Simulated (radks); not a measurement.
Zr+, 39 electrons, occupied as [Kr] 4d1 5s1 5d1 (not the ground configuration). Calculated with a radial shooting solver on a logarithmic mesh with Libxc functionals: scalar-relativistic Kohn-Sham, LDA (Slater exchange, VWN5 correlation), spin-unpolarised, spherical densities, point nucleus.

Local quantities along the radius. ELF = 1/(1 + alpha^2) is the electron localisation function; alpha = (tau - tau_W)/tau_unif compares the Pauli kinetic energy density with that of the uniform gas. tau is taken from the large components.

r (bohr)	ELF	alpha
0.002703	1.000	0.02225
0.003664	0.999	0.02418
0.005006	0.999	0.02767
0.006784	0.999	0.03350
0.009268	0.998	0.04416
0.01256	0.996	0.06393
0.01716	0.989	0.1069
0.02326	0.959	0.2068
0.03152	0.822	0.4657
0.04306	0.466	1.072
0.05835	0.306	1.505
0.07972	0.516	0.9682
0.108	0.755	0.5696
0.1464	0.711	0.6378
0.2	0.334	1.412
0.2711	0.384	1.267
0.3704	0.739	0.5949
0.502	0.735	0.5998
0.6803	0.314	1.477
0.9294	0.332	1.420
1.26	0.782	0.5277
1.721	0.597	0.8215
2.332	0.148	2.404
3.186	0.098	3.035
4.318	0.043	4.723
5.852	0.034	5.319
7.995	0.026	6.179
10.84	0.005	14.78
14.8	0.000	92.10

On this mesh the ELF has minima near r = 0.058, 0.23, 0.80 bohr, which separate the shells, and maxima near 0.13 (0.77), 0.43 (0.78), 1.3 (0.78).
